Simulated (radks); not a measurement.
Results of a calculation; reference values are marked as such.
Q: Ce4+, configuration [Xe] (the NIST ground configuration). Code: a radial shooting solver on a logarithmic mesh with Libxc functionals. Model: Dirac Kohn-Sham, PBEsol, spin-unpolarised, spherical densities, point nucleus. Some entries of the table are withheld. Estimate them.

orbital  occ.  eigenvalue (hartree)  <1/r> (bohr^-1)  <r^2> (bohr^2)
1s1/2       2             -1479.582            63.33       0.0008212
2s1/2       2             -238.2004            14.93         0.01301
2p1/2       2             -224.9991            14.91        0.009540
2p3/2       4             -208.6007            13.51         0.01080
3s1/2       2             -52.61729            5.386         0.08872
3p1/2       2                   (1)            5.299         0.08361
3p3/2       4                   (2)            4.949         0.09115
3d3/2       4             -34.02741              (3)         0.07463
3d5/2       6             -33.33571              (4)         0.07677
4s1/2       2             -11.93865            2.242          0.4556
4p1/2       2              -9.85824            2.140          0.4855
4p3/2       4              -9.15705            2.025          0.5259
4d3/2       4              -5.73507            1.814             (5)
4d5/2       6              -5.61095            1.786             (6)
5s1/2       2              -2.89778           0.9154           2.380
5p1/2       2              -2.29038           0.8275           2.865
5p3/2       4              -2.17064           0.7898           3.094

A: 
(1) 3p1/2 eigenvalue (hartree): -47.02779
(2) 3p3/2 eigenvalue (hartree): -43.80640
(3) 3d3/2 <1/r> (bohr^-1): 4.815
(4) 3d5/2 <1/r> (bohr^-1): 4.726
(5) 4d3/2 <r^2> (bohr^2): 0.6200
(6) 4d5/2 <r^2> (bohr^2): 0.6358
